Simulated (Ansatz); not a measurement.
`[CH2][Sn]([CH3])([CH3])[OH]` radical. Charge 0, multiplicity 2. Sn takes the def2 core potential.

```xyz
14

C     0.707    1.716   -1.087
Sn    0.222   -0.020    0.014
C    -0.497    0.390    1.976
C    -1.027   -1.320   -1.132
O     1.918   -0.978    0.382
H     1.322    2.512   -0.678
H     0.374    1.875   -2.109
H     0.182    1.082    2.474
H    -0.535   -0.540    2.545
H    -1.494    0.830    1.939
H    -2.008   -0.869   -1.290
H    -0.568   -1.516   -2.102
H    -1.151   -2.265   -0.604
H     2.556   -0.897   -0.329
```

**Question.** List the harmonic frequencies (cm⁻¹, unscaled) at PBE0-D4/def2-TZVP in Ansatz. (Best estimate.)

**Answer.** Computed: 61, 66, 76, 113, 135, 144, 146, 165, 181, 517, 528, 549, 572, 600, 645, 721, 748, 763, 788, 830, 1222, 1226, 1366, 1448, 1449, 1453, 1457, 3064, 3067, 3132, 3157, 3163, 3164, 3166, 3239, 3900.

**Question.** Is this a minimum?

**Answer.** Yes, all 36 modes are real.

**Question.** Give the ideal-gas thermochemistry at 298.15 K and 1 bar (rigid rotor, harmonic oscillator; point group C1, symmetry number 1).

**Answer.** Zero-point energy 281.2 kJ/mol; H(298) − E = 311.8 kJ/mol; entropy 433.6 J/(mol·K), of which translation 173.6, rotation 114.3, vibration 140.0, electronic 5.8; G(298) − E = 182.5 kJ/mol. Modes under 100 cm⁻¹ are hindered rotations or soft bends, so the harmonic entropy is rough.
